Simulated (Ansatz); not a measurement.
Stretch profile

CH2F2Si (SMILES FC=[SiH]F), closed shell, at its PBE0-D4/def2-TZVP minimum:

F1  (1.130, -1.413, -0.899)
C2  (0.745, -0.196, -0.486)
Si3  (-0.636, 0.214, 0.422)
F4  (-1.730, -0.805, 0.947)
H5  (1.422, 0.601, -0.787)
H6  (-0.931, 1.599, 0.804)
(Å)

The bond length C2–Si3 (1.703 Å at the minimum) is set to the values below, with the rest relaxed at PBE0-D4/def2-TZVP at each step. Each method's energies count from its own value at the PBE0-D4 minimum structure. Program: Ansatz 0.2.0. Basis: def2-TZVPP. Cores are frozen in the correlated methods.

CCSD(T) energies along the scan:
```json
{"bond length (Å)": "1.498", "CCSD(T) (eV)": "1.074"}
{"bond length (Å)": "1.558", "CCSD(T) (eV)": "0.507"}
{"bond length (Å)": "1.644", "CCSD(T) (eV)": "0.087"}
{"bond length (Å)": "1.746", "CCSD(T) (eV)": "0.013"}
{"bond length (Å)": "1.858", "CCSD(T) (eV)": "0.161"}
{"bond length (Å)": "1.979", "CCSD(T) (eV)": "0.475"}
{"bond length (Å)": "2.107", "CCSD(T) (eV)": "0.909"}
{"bond length (Å)": "2.243", "CCSD(T) (eV)": "1.407"}
{"bond length (Å)": "2.384", "CCSD(T) (eV)": "1.891"}
```
They count from the CCSD(T) energy at the PBE0-D4 minimum.

Minimum and curvature along this coordinate at CCSD(T): A fifth-order fit through the nearest points gives 1.723 Å, with a curvature of about 25 eV/Å².

Largest difference from the CCSD(T) curve over the scan: r2SCAN-D4 0.080; PBE0-D4 0.184; MP2 0.468 eV. Each curve counts from its own value at the minimum.

No T1 diagnostic of these runs exceeds 0.035. The T1 diagnostic is large here, which may signal multireference character or strong orbital relaxation, so CCSD(T) is less sure. The restricted Hartree–Fock reference is unstable towards an unrestricted one at one or more of these structures. A large double-excitation amplitude points to some diradical character; no triplet was computed.

For scale, one of the runs: CCSD(T)/def2-TZVPP, 163 basis functions (an equivalent command: `ansatz run in.yaml --threads 2`). Hardware: 2 CPU threads, shared host. Wall time 24 s; peak host memory 1.3 GiB.
